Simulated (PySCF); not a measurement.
Choosing a molecule for a target property.

Each SMILES stands for a single optimised conformer of the isolated species, non-relativistic unless stated; the electronic structure was computed with PySCF and density fitting.

Dipoles, sizes and rotational constants follow the conformer. The torsions of the flexible species, by atom-mapped SMILES:
- `[F:1][C:2]([F:3])([F:4])[CH2:5][C@@H:6]1[CH2:7][C@@H:8]2[CH2:9][C@H:10]12`: F1–C2–C5–C6 -59°, C2–C5–C6–C7 -70°
- `[CH2:1]=[CH:2][c:3]1[cH:4][cH+:5]1`: C1–C2–C3–C4 1°
- `[O:1]=[CH:2][O:3][SiH:4]1[SiH2:5][SiH2:6][SiH2:7]1`: O1–C2–O3–Si4 0°, C2–O3–Si4–Si5 50°
- `[CH3:1][CH2:2][O:3][SiH:4]1[CH2:5][SiH2:6][CH2:7]1`: C1–C2–O3–Si4 -176°, C2–O3–Si4–C5 -72°

Problem. Wanted: static isotropic polarisability below 50 au (wB97X-D/def2-SVPD) and HOMO energy below -10.5 eV (wB97X-D/def2-SVPD), at PBE0-D3(BJ)/def2-SVP geometries. Which candidate meets both?
A. `C(=O)O[SiH]1[SiH2][SiH2][SiH2]1`
B. `FC(F)(F)C[C@@H]1C[C@@H]2C[C@@H]21`
C. `C=Cc1c[cH+]1`
D. `N1(C)CC1`
E. `BC1CCC1`
F. `[H][Ti]([H])([H])[H]`
G. `CCO[SiH]1C[SiH2]C1`

Solution. F. Computed values:
```csv
species,static isotropic polarisability,HOMO energy
N1(C)CC1,44.8 au,-8.64 eV
[H][Ti]([H])([H])[H],48.3 au,-10.86 eV
C=Cc1c[cH+]1,51.0 au,-15.52 eV
BC1CCC1,61.0 au,-10.05 eV
FC(F)(F)C[C@@H]1C[C@@H]2C[C@@H]21,78.6 au,-9.62 eV
CCO[SiH]1C[SiH2]C1,102.6 au,-9.33 eV
C(=O)O[SiH]1[SiH2][SiH2][SiH2]1,132.6 au,-9.17 eV
```

Problem. Wanted: dipole moment above 1.1 D (wB97X-D/def2-SVPD) and lowest singlet excitation above 7 eV (TDDFT wB97X-D/def2-SVPD), at PBE0-D3(BJ)/def2-SVP geometries. Which candidate meets both?
A. `[H][Ti]([H])([H])[H]`
B. `O=CO[SiH]1[SiH2][SiH2][SiH2]1`
C. `BC1CCC1`
D. `FC(F)(F)C[C@@H]1C[C@@H]2C[C@@H]21`
E. `CCO[SiH]1C[SiH2]C1`

Solution. D. Computed values:
```csv
species,dipole moment,lowest singlet excitation
[H][Ti]([H])([H])[H],0.00 D,3.35 eV
BC1CCC1,0.73 D,5.56 eV
CCO[SiH]1C[SiH2]C1,1.02 D,6.72 eV
O=CO[SiH]1[SiH2][SiH2][SiH2]1,1.20 D,4.95 eV
FC(F)(F)C[C@@H]1C[C@@H]2C[C@@H]21,2.62 D,7.74 eV
```

Problem. Wanted: lowest triplet excitation (Tamm–Dancoff) between 4 eV and 5 eV (TDA wB97X-D/def2-SVPD) and smallest rotational constant below 5 GHz (PBE0-D3(BJ)/def2-SVP), at PBE0-D3(BJ)/def2-SVP geometries. Which candidate meets both?
A. `C=CC1=C[CH+]1`
B. `FC(F)(F)C[C@@H]1C[C@@H]2C[C@@H]21`
C. `[SiH]1([SiH2][SiH2][SiH2]1)OC=O`
D. `CCO[SiH]1C[SiH2]C1`
E. `CN1CC1`

Solution. C. Computed values:
| species | lowest triplet excitation (Tamm–Dancoff) | smallest rotational constant |
| --- | --- | --- |
| C=CC1=C[CH+]1 | 3.47 eV | 3.038 GHz |
| [SiH]1([SiH2][SiH2][SiH2]1)OC=O | 4.54 eV | 0.975 GHz |
| CCO[SiH]1C[SiH2]C1 | 6.46 eV | 0.830 GHz |
| CN1CC1 | 6.91 eV | 6.144 GHz |
| FC(F)(F)C[C@@H]1C[C@@H]2C[C@@H]21 | 7.64 eV | 0.725 GHz |
